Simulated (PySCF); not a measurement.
# What a mistake does to a calculation on ClGeHOSi

All numbers below are calculated, not measured. The program is PySCF 2.14.0, an open-source quantum chemistry code, run on an isolated molecule that a program drew, which may never have been made. The molecule is ClGeHOSi (charge 0, singlet), drawn as the SMILES string `O=[SiH][Ge][Cl]`.

Each row is a Hartree-Fock (HF) and frozen-core CCSD(T) single point in the cc-pV(D+d)Z basis, meant for a local HF minimum. Run 1 is clean. Each other run has one planted mistake out of seven kinds, and not every kind appears here: one electron removed, one electron added, multiplicity raised by two, geometry at a saddle point, minimal basis STO-3G, one bond length entered in bohr, all coordinates scaled. The reference is restricted for singlets and unrestricted otherwise, and also for a bond in bohr. Adding or removing an electron swaps singlet and doublet. Electrons count all cores. HOMO and LUMO are orbital energies over both spins, the gradient is its largest component, and the lowest frequency (negative if imaginary) is given only where the gradient is small. Bond lengths are over the 4 bonds as drawn. T1 is the CCSD diagnostic: over 0.02 (restricted) or 0.045 (unrestricted) a single reference is doubtful. Germanium has the cc-pVDZ-PP basis, with a core potential (ECP10MDF) in place of its 10 inner electrons, and its 3s, 3p and 3d shells are frozen in CCSD(T).

Geometry of the clean run:
```xyz
5
ClGeHOSi, angstrom
O    -4.2344   -2.1636    3.7439
Si   -3.0294   -1.9671    2.8657
Ge   -1.3096   -0.2708    3.5200
Cl   -1.2882    0.5761    1.4651
H    -2.8227   -2.6901    1.5844
```

```
run,electrons,basis functions,<S^2>,HOMO (eV),LUMO (eV),gradient (hartree/bohr),lowest frequency (cm^-1),mean bond (Å),longest bond (Å),T1,HF (hartree),CCSD(T) (hartree),mistake
1,72,88,0.000,-9.33,-0.91,4.6e-06,35,1.9287,2.503,0.0232,-1117.28298,-1117.81972,no fault
2,73,88,0.764,-2.33,5.76,3.4e-02,-,1.9287,2.503,0.0214,-1117.34167,-1117.87901,one electron added
3,72,88,0.000,-9.18,-0.73,7.0e-02,-,1.8535,2.405,0.0212,-1117.27328,-1117.80355,all coordinates scaled
4,72,88,2.034,-8.46,-1.60,1.2e-02,-,1.9287,2.503,0.0311,-1117.25054,-1117.77736,multiplicity raised by two
5,71,88,0.898,-15.31,-6.26,7.1e-02,-,1.9287,2.503,0.0867,-1116.98378,-1117.50105,one electron removed
6,72,88,1.013,-8.09,-0.37,9.0e-03,-,2.4854,4.729,0.0259,-1117.23712,-1117.75228,?
```

**Which mistake was planted in run 6, and what did it cost?**

The mean bond changes by a factor of 1.289 and the longest by 1.889, so the molecule wasn't scaled as a whole. A length L in bohr read as angstrom grows by (1/0.5292 - 1) L = 0.890 L. The 4 bonds together grew by 4 x 0.5567 = 2.227 Å, which gives L = 2.503 Å. That is bond Si2-Ge3, 2.503 Å in the clean geometry. So the mistake is: one bond length entered in bohr. Subtracting run 1 and multiplying by 627.51 kcal/mol a hartree, the energy moved by 28.8 kcal/mol in HF and 42.3 kcal/mol in CCSD(T).

Cautions from the logs. Run 1: T1 is over the limit, so its CCSD(T) energy is less reliable; run 3: T1 is over the limit, so its CCSD(T) energy is less reliable; run 5: T1 is over the limit, so its CCSD(T) energy is less reliable.
